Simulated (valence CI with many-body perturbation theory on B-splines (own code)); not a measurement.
Results of a calculation; reference values are marked as such.
**Ladder of approximations for Tc¹⁹⁺**

Method: valence CI with perturbative core correlation (CI+MBPT): six valence electrons over a frozen Dirac-Fock core [Ar], a basis of 7 s, 7 p, 8 d, 6 f, 4 g, 1 h functions for each j, with the one-electron correlation potential Σ1 (screened to all orders), the two-electron term Σ2, the three-electron term Σ3, Breit, model QED; selected single and double excitations, second order for the rest, scaled by the run's own slope (own B-spline code, finite nucleus).

No measured levels were compared; by estimate terms of the open shell hold to 2 to 4 % of their energy, and close levels can change places. Core correlation moves these levels by up to 9900 cm⁻¹, and in measured spectra 5 to 20 % of such shifts remained as error; rates that hang on mixing are uncertain with them. Among the levels kept, up to 830 cm⁻¹ of a level comes from second order outside the variational space, and about a tenth of that is noise between levels of different J, which matters for small intervals. Only levels of the ground parity were solved; by the run's estimate the other parity begins above the list, which can be wrong where configurations are misplaced.

Each rung adds one term. CI alone is the Dirac-Coulomb CI over the frozen core; QED comes last and gives the full result, which names the levels. Energies are above 3d6 5D_4 on the same rung, in cm⁻¹.

Names give the largest LS component (configuration and term), which can be under half, so a name can repeat, a term be missing and a line seem to break the LS rules; names also repeat where a configuration has a term twice. Letters in brackets count levels of one name in rising energy.

```csv
Level,CI alone
3d6 5D_3,17769
3d6 5D_2,21327
3d6 5D_1,28931
3d6 5D_0,30836
3d6 3H_4 [a],68037
3d6 3P_2 [a],78861
3d6 3H_6,79628
3d6 3H_5,80269
3d6 3F_3 [a],92845
3d6 3F_2 [a],97220
3d6 3H_4 [b],101716
3d6 1S_0 [a],110444
3d6 3G_5,114130
3d6 3P_1 [a],118277
3d6 3G_4,118319
3d6 3D_2,125666
```

**Question.** What do these energies become with core correlation, Breit and QED?

**Answer.** 3d6 5D_3 18645 (+876); 3d6 5D_2 20847 (-481); 3d6 5D_1 29309 (+378); 3d6 5D_0 31253 (+417); 3d6 3H_4 [a] 66305 (-1732); 3d6 3P_2 [a] 74704 (-4157); 3d6 3H_6 76036 (-3591); 3d6 3H_5 77278 (-2991); 3d6 3F_3 [a] 90300 (-2545); 3d6 3F_2 [a] 92763 (-4457); 3d6 3H_4 [b] 100008 (-1708); 3d6 1S_0 [a] 107594 (-2850); 3d6 3G_5 110976 (-3154); 3d6 3P_1 [a] 114341 (-3936); 3d6 3G_4 115841 (-2478); 3d6 3D_2 121466 (-4201).

**Question.** How does the ionisation energy move along the ladder, and which term matters most?

**Answer.** CI alone 817.31, + Σ1 819.49, + Σ2 829.87, + Σ3 830.09, + Breit 829.87, + QED 829.91 eV. The largest step is Σ2, 10.39 eV. NIST lists 829 ± 4 eV (theoretical).
